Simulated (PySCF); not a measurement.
B(OH) (BHO), SMILES [B]O (connectivity only; charge and spin as stated), neutral, multiplicity 1. Atoms are numbered in the order given.

```xyz
3

B      0.0000     0.0000    -0.8865
O      0.0000     0.0000     0.3867
H      0.0000     0.0000     1.3394
```
Charge 0, spin multiplicity 1.

Coordinates come from a PBE0-D3(BJ)/def2-TZVPD optimisation. A frequency run showed that this geometry is not a minimum.

These are TDA-B3LYP/def2-TZVPD run with PySCF 2.14.0 values and carry that method's errors.

Vertical excitations; the highest root listed may be one member of a degenerate set. Gas-phase values at a fixed geometry. State labels are in the subgroup C2v.

Computed excitation energies, oscillator strengths and character:
```tsv
state	symmetry	energy (eV)	λ (nm)	f	main pairs
S1	A1	5.28	235	0.100	HOMO→LUMO 98 %
S2	B1	6.35	195	0.352	HOMO→LUMO+1 (degenerate set)
S3	B2	6.35	195	0.352	HOMO→LUMO+2 (degenerate set)
S4	A1	6.99	177	0.034	HOMO→LUMO+3 98 %
S5	B1	7.38	168	0.000	HOMO→LUMO+4 (degenerate set)
S6	B2	7.38	168	0.000	HOMO→LUMO+5 (degenerate set)
S7	A1	8.28	150	0.148	HOMO→LUMO+6 96 %
S8	A2	9.05	137	0.000	HOMO→LUMO+9 (degenerate set)
S9	A1	9.05	137	0.000	HOMO→LUMO+8 (degenerate set)
S10	A1	9.12	136	0.004	HOMO→LUMO+7 94 %
T1	B1	3.54	350	0	HOMO→LUMO+1 (degenerate set)
T2	B2	3.54	350	0	HOMO→LUMO+2 (degenerate set)
T3	A1	4.92	252	0	HOMO→LUMO 98 %
T4	A1	6.56	189	0	HOMO→LUMO+3 98 %
```
Triplets are in the Tamm–Dancoff approximation.
